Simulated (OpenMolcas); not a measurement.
**Ag3+: moving or changing the point charges**

Ag3+ among 4 point charges of -2.5 e arranged as a square (D4h), 2.11 Å from the ion.

| Quantity | Value |
| --- | --- |
| Program | OpenMolcas 26.06 |
| Method | CASSCF |
| Basis | ANO-RCC-VTZP [7s6p4d2f1g] |
| Scalar Hamiltonian | DKH2, point nucleus |
| Active space | 8 electrons in 5 orbitals (4d) |
| State averaging | 2S+1 = 3 even, 10 roots; 2S+1 = 1 even, 15 roots |
| Spin-orbit coupling | RASSI with atomic mean-field integrals over the reference wave functions |

Runs around this geometry, states (labels of D4, the rotations of D4h). Energies in cm-1 above the lowest state or level, χT in cm3 K/mol.

```csv
R (Å),q (e),Ground state,First state of that spin,First gap with spin-orbit (degeneracies),χT at 300 K,First state of another spin
2.11,-1.25,3E,3B1 605.2,"92.0 (1, 1)",3.267,1A1 11430
1.99,-2.5,3A2,3E 3248,"1108 (1, 2)",0.616,1A1 5306
2.11,-2.5,3A2,3E 1515,"605.1 (1, 1)",1.393,1A1 6711
2.35,-2.5,3E,3A2 624.2,"108.6 (1, 1)",3.021,1A1 9369
```

The ground state changes within this set.

Without dynamic correlation the repulsion within the d shell is too large (B by tens of per cent), so at a given field states of lower spin stand too high. This shell can be high or low spin here, a state of another spin lies low, and with metal d orbitals alone active their balance is uncertain, so the ground spin may be wrong. Point charges give a weaker field than real ligands, and real ions of this kind are as a rule low spin; the high spin found here belongs to the model. An orbital doublet at a regular site is open to a Jahn-Teller distortion, which this geometry leaves out (holds for R = 2.11, q = -1.25; R = 2.35, q = -2.5). The ground term spreads over less than 5000 cm-1, several times less than with real ligands, so orbital moments are less quenched and χT lies further from the spin-only value than at real sites (holds for R = 2.11, q = -1.25). Spin-orbit coupling mixes the spin-free states strongly: the lowest level takes only 62 % from its leading state, 3A2 (holds for R = 2.11, q = -2.5). Point charges carry no covalency, so the field is a model and not that of real ligands. No measured value stands beside these numbers.
